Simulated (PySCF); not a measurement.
Si(F)2(Me)(SH) (CH₄F₂SSi), SMILES C[Si](F)(F)S. Atoms are numbered in the order given.

```xyz
9

C     -1.6885    -1.0506    -0.1223
Si    -0.3002     0.1672    -0.0083
F     -0.5257     1.0790     1.3118
F     -0.3201     1.1754    -1.2727
S      1.6558    -0.6838    -0.0081
H     -1.6813    -1.7326     0.7426
H     -2.6573    -0.5261    -0.1368
H     -1.5984    -1.6537    -1.0384
H      1.3908    -1.4733     1.0599
```

Geometry optimised at B3LYP-D3(BJ)/def2-SVP. The values are those of a single conformer.

All values below come from PBE/def2-TZVP (PySCF).

ESP charges are fitted to the potential on shells at 1.4 to 2.0 van der Waals radii. Atomic charges (e):

```
atom  ESP fit  Mulliken
----  -------  --------
C1      -0.73     -0.47
Si2      0.74      0.70
F3      -0.28     -0.27
F4      -0.22     -0.27
S5      -0.29     -0.29
H6       0.20      0.14
H7       0.23      0.15
H8       0.18      0.15
H9       0.18      0.16
```

Computed Mayer and Wiberg (Löwdin basis) orders of the bonds:
| bond | Mayer | Wiberg |
|---|---|---|
| C1–Si2 | 1.02 | 1.23 |
| Si2–F3 | 1.15 | 1.71 |
| Si2–F4 | 1.14 | 1.72 |
| Si2–S5 | 1.19 | 1.64 |
| C1–H6 | 0.93 | 0.89 |
| C1–H7 | 0.93 | 0.89 |
| C1–H8 | 0.94 | 0.89 |
| S5–H9 | 0.93 | 1.00 |
